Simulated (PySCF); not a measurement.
## Field gradients at the hydrogen positions

Species: C4H10OSSi.
Atom-mapped SMILES: `[CH2:1]=[C:2]([CH3:3])[Si@:4]([CH3:5])([OH:6])[SH:7]` (hydrogens: H8, H9 on C1; H10, H11, H12 on C3; H13, H14, H15 on C5; H16 on O6; H17 on S7)

Cartesian coordinates in Å at the GFN2-xTB level; atoms count from 1:
```
atom  x, y, z in Å
C1    -1.833   -0.630    1.095
C2    -1.096   -0.083    0.137
C3    -1.695    0.331   -1.172
Si4    0.758    0.203    0.356
C5     1.850   -0.937   -0.693
O6     1.285   -0.016    1.883
S7     1.070    2.290   -0.200
H8    -1.409   -0.940    2.036
H9    -2.893   -0.798    0.976
H10   -2.777    0.213   -1.168
H11   -1.277   -0.271   -1.978
H12   -1.451    1.372   -1.380
H13    2.898   -0.811   -0.441
H14    1.732   -0.730   -1.752
H15    1.591   -1.977   -0.521
H16    0.909    0.465    2.616
H17    2.332    2.333    0.196
```

Level: PBE0/pcSseg-1 (PySCF, non-relativistic); Q(2H) = 0.00286 b; rigid geometry, the same for H and D, with no vibrational averaging.

Problem. Rank these positions by the coupling χzz of a deuteron there, largest first.
A. H9 (vinylic hydrogen)
B. H17 (S–H hydrogen)
C. H16 (hydroxyl hydrogen)
D. H14 (methyl hydrogen)
E. H10 (methyl hydrogen)

Solution. C (341 kHz), A (223 kHz), D (218 kHz), E (211 kHz), B (177 kHz).

Problem. Tabulate Vzz, the asymmetry η and χzz = 234.96 MHz × Q × Vzz for every hydrogen position.

Solution. 
```tsv
atom	bonded to	bond length (Å)	Vzz (au)	η	χzz (kHz)
H8	C1	1.077	0.3350	0.05	225
H9	C1	1.080	0.3316	0.05	223
H10	C3	1.088	0.3141	0.03	211
H11	C3	1.089	0.3115	0.03	209
H12	C3	1.089	0.3087	0.04	207
H13	C5	1.086	0.3259	0.01	219
H14	C5	1.085	0.3251	0.01	218
H15	C5	1.085	0.3271	0.01	220
H16	O6	0.955	0.5076	0.05	341
H17	S7	1.323	0.2629	0.11	177
```

Problem. Average by the element that carries the hydrogen.

Solution. on C: 217 kHz over 8 positions, mean bond length 1.085 Å; on O: 341 kHz over 1 position, mean bond length 0.955 Å; on S: 177 kHz over 1 position, mean bond length 1.323 Å.

Problem. How does χzz go with the bond length over the 8 C–H bonds?

Solution. A straight-line fit has a slope of -14.0 kHz for each 0.01 Å, with a correlation coefficient of -0.92, over lengths from 1.077 to 1.089 Å. The longer bonds have the smaller couplings here.

One conformer (not necessarily the lowest) at the GFN2-xTB geometry, without solvent, vibrations or thermal averaging. GFN2-xTB bond lengths can be off by several hundredths of an ångström, more for odd bonds, and the gradients follow them. With so small a basis the couplings can be 20 % off.
